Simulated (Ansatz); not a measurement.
Reactions of C₂H₆ClNSi (`C=CN[SiH2]Cl`).

Computed with Ansatz on PBE0-D4/def2-TZVP structures; ΔE is electronic, products minus reactants. CBS: MP2 limit from def2 TZ/QZ plus the TZ coupled-cluster correction, frozen cores. This one scheme is used for every species, atoms too. Functionals use def2-TZVPP. No spin–orbit coupling; open shells (•) take unrestricted orbitals. Spin–orbit coupling would lower the free atoms: a little for C, Cl, Si. Each species was taken in one conformer, which may not be the lowest.

```csv
reaction,ωB97X-V (kJ/mol),HF/CBS(def2) (kJ/mol)
`C=CN[SiH2]Cl` + CH₄ → `C=CN[SiH2]C` + HCl,113,122
`C=CN[SiH2]Cl` → `CN(C)[Si]Cl`,37,68
`C=CN[SiH2]Cl` → 2 C• + Cl• + 6 H• + N• + Si•,4110,2992
`C=CN[SiH2]Cl` + `[AlH3]` → `C=CN[SiH2][AlH2]` + HCl,56,108
`C=CN[SiH2]Cl` → `C/C(Cl)=N\[SiH3]`,137,152
`C=CN[SiH2]Cl` + H₂S → `C=CN[SiH2]S` + HCl,44,54
`C=CN[SiH2]Cl` + H₂ → `C=CN[SiH3]` + HCl,90,78
`C=CN[SiH2]Cl` → `C[Si]1(Cl)CN1`,33,76
`C=CN[SiH2]Cl` → `C=C[SiH](N)Cl`,-46,-45
`C=CN[SiH2]Cl` → `N=C([SiH3])CCl`,223,246
```

(1) Give the CCSD(T)/CBS values in the same order. (An estimate is asked.)

Largest T1 diagnostic: 0.016, for `C=CN[SiH2][AlH2]`.

## Answers

(1) Computed: 113, 35, 4092, 59, 144, 42, 93, 40, -53, 228 kJ/mol.
